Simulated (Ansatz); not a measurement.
Consider the hydrogenolysis of the Si–F bond: `N[SiH](F)P` + H₂ → `N[SiH2]P` + H–F.

Program: Ansatz. Geometries: PBE0-D4/def2-TZVP. ΔE: electronic, gas phase. CBS: MP2 limit from def2 TZ/QZ plus the TZ coupled-cluster correction, frozen cores. This one scheme is used for every species. DFT in def2-TZVPP. One conformer a species, not always the lowest.

`N[SiH](F)P`:

Cartesian coordinates in Å:
```
N -0.677 -1.421 -0.126
Si 0.082 0.037 -0.547
F 1.383 -0.132 -1.475
P 0.834 0.968 1.346
H -0.282 -2.054 0.549
H -1.325 -1.880 -0.744
H -0.884 0.817 -1.356
H 1.301 2.138 0.691
H -0.432 1.528 1.661
```

H₂:

Z-matrix (Å, degrees):
```
H
H 1 0.746
```

`N[SiH2]P`:

Cartesian coordinates in Å:
```
N -0.019 1.342 0.822
Si -0.439 0.180 -0.373
P 1.328 -1.193 -0.664
H 0.180 1.066 1.769
H -0.418 2.265 0.786
H -0.687 0.929 -1.633
H -1.665 -0.617 -0.070
H 1.181 -1.762 0.633
H 0.541 -2.211 -1.270
```

H–F:

```xyz
2

F     0.001   -0.067    0.455
H    -0.001    0.067   -0.455
```

CCSD(T)/CBS gives +139.6 kJ/mol.

Question: Another level gave +136.3 kJ/mol. Which?
A. PBE0/def2-TZVPP
B. CCSD/def2-TZVPP
C. BLYP/def2-TZVPP
D. CAM-B3LYP-D4/def2-TZVPP

Answer: B. CCSD/def2-TZVPP 136.3, BLYP 142.1, CAM-B3LYP-D4 146.5, PBE0 132.3 kJ/mol.

Question: What do rigid-rotor, harmonic-oscillator terms from PBE0-D4/def2-TZVP frequencies (298.15 K, 1 bar) make of the CCSD(T)/CBS value? (An estimate is asked.)

Answer: The calculation gave: ΔZPE = +9.5 kJ/mol, ΔH = +148.2 kJ/mol, ΔS = 33 J/(mol·K), ΔG = +138.3 kJ/mol.

Largest T1 diagnostic among the species: 0.012.

From r2SCAN to r2SCAN0 (25 % exact exchange), in def2-TZVPP and without D4, ΔE moves by −4.8 kJ/mol. Leaving LDA and LC-ωPBE aside and taking each functional with its dispersion term where it has one, the values, not all of them listed here, spread over 15.6 kJ/mol, from HSE06-D4 to r2SCAN-D4. LDA lies +4.1 kJ/mol from PBE without D4. At CCSD(T), def2-SVP lies −12.8 kJ/mol from the extrapolated value and def2-TZVPP −1.9 kJ/mol.
